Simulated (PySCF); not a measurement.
CCl₂, neutral, multiplicity 1. Atoms are numbered in the order given.

```xyz
3

Cl     0.0000    -1.3947     0.1479
C      0.0000     0.0000    -0.8381
Cl     0.0000     1.3947     0.1479
```

Coordinates come from a PBE0-D3(BJ)/def2-TZVP optimisation. The isomer is the one that the SMILES or the coordinates give; other isomers of the formula were not compared.

Calculation: HF/def2-TZVPD run with PySCF.

Isolated molecule, no solvent.

```json
{
 "total_energy": "-956.79394 hartree",
 "point_group": "C2v",
 "highest_occupied_level": "-10.87 eV",
 "lowest_empty_level": "0.79 eV",
 "orbital_gap": "11.66 eV",
 "dipole_moment": "0.97 D",
 "quadrupole, principal values (traceless, Buckingham form, about the centre of nuclear charge)": "-3.78, 1.43, 2.35 D·Å",
 "mean_static_polarisability": "40.3 bohr³ (5.97 Å³)",
 "polarisability_principal_values": "30.4, 35.8, 54.8 bohr³"
}
```
